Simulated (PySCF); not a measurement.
Level of theory: PBE0 in PySCF with Au def2-TZVP with ECP60, H def2-TZVP; scalar-relativistic core potentials, no spin–orbit coupling; density-fitted integrals.

Each entry is the lowest minimum that a search over a few typed start shapes (and spin states, where more than one is plausible) found, or that minimum re-optimised at the stated level; isomers with ligand–ligand bonds, or fragments after loss of a ligand pair, can lie lower. Open shells are unrestricted.

AuH2 is a doublet of C2v symmetry with Au–H 1.608 Å (×2); H–Au–H 127.9°. Its wavenumbers are 672, 1793, 2048 cm⁻¹.

(1) What changes when one electron is removed, giving AuH₂⁺?

Results:

(1) It costs 10.64 eV between the minima (10.57 eV with zero-point energy). AuH₂⁺ is a triplet of C2v symmetry with Au–H 1.672 Å (×2); H–Au–H 157.8°; wavenumbers 462, 1106, 1739 cm⁻¹.

Open d and f shells are described by one determinant, and the ground state may have another occupation or spin. Spin–orbit coupling, left out here, can matter for elements this heavy.
